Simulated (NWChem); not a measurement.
System: tetrafluoroborate (BF$_{4}$ anion); SMILES [B-](F)(F)(F)F

```xyz
5

F      0.1290     0.1290     1.4026
B      0.0000     0.0000     0.0000
F     -0.5643    -1.2599    -0.3077
F     -0.8401     1.0258    -0.4925
F      1.2754     0.1052    -0.6024
```
Atoms are numbered in this order, from 1.

Program: NWChem. Structure relaxed at the B3LYP/def2-SVPD level.

For level CAM-B3LYP/aug-cc-pVDZ:

```
Item                         Result
---------------------------  ------
highest occupied level (eV)   -6.40
orbital gap (eV)              10.97
```

Question: Estimate the same quantities for level TPSS/aug-cc-pVDZ.

Answer: The highest occupied level (eV) comes out as -2.78 and the orbital gap (eV) comes out as 6.91.
